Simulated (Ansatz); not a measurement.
Ansatz (an electronic-structure program) input (RI-MP2/def2-TZVPPD):
A basis named .json is the Basis Set Exchange file of that set.

Ansatz 0.2 input:
```yaml
crystal:
  periodic: [false, false, false]
  atoms:
    - {symbol: Zn, position_ang: [-0.00008980, 0.00825935, 0.00149559]}
    - {symbol: O, position_ang: [1.15322027, 0.17235594, -1.33933898]}
    - {symbol: H, position_ang: [1.89052631, 0.76562089, -1.16732344]}
    - {symbol: O, position_ang: [-1.15147916, -0.33250027, 1.31034033]}
    - {symbol: H, position_ang: [-1.90176129, 0.26775330, 1.35444500]}
basis:
  gaussian:
    orbitals: def2-TZVPPD.json
    fitting: {mean_field: def2-universal-jkfit, correlation: def2-TZVPPD-RIFIT.json}
total_charge: 1
magnetization: {spin_polarized: true, initial_magnetization: 1}
correlation: {method: mp2, electrons: outside_noble_gas}
```

Output:

```
Functional definition: HF
integrals: 0.14 GiB planned
454 factors; integrals over basis functions are off by at most 8.8e-1 eV
490 factors; integrals over basis functions are off by at most 1.7e2 eV
mean field: 0.54 GiB planned
mean field evaluation 1: about -52467.1128 eV, gradient 4.6e1 eV
mean field evaluation 2: about -52471.1314 eV, gradient 3.3e1 eV
mean field evaluation 4: about -52474.3514 eV, gradient 2.5e0 eV
mean field evaluation 8: about -52474.4111 eV, gradient 6.2e-2 eV
mean field evaluation 16: about -52474.4113 eV, gradient 4.4e-3 eV
mean field evaluation 32: about -52474.3809 eV, gradient 2.8e0 eV
mean field evaluation 64: about -52474.4453 eV, gradient 4.7e0 eV
mean field evaluation 96: about -52475.0192 eV, gradient 2.9e0 eV
mean field -52475.70800038 eV, -1928.4466997017 hartree, gradient 2.4e-6 eV, S^2 0.756990; 13 other end points of the search recorded, 0 dependent functions left out
11 core orbitals not correlated
reference -52475.70800038 eV, -1928.4466997017 hartree; 13, 12 occupied and 157, 158 virtual orbitals, 490 factors
second order -25.38086466 eV of doubles, -0.00000000 eV of singles
Total energy: -52501.08886504 eV, -1929.3794292741 hartree
```

This state (charge 1, doublet) is run at the relaxed geometry of the species with charge 0 and multiplicity 1.
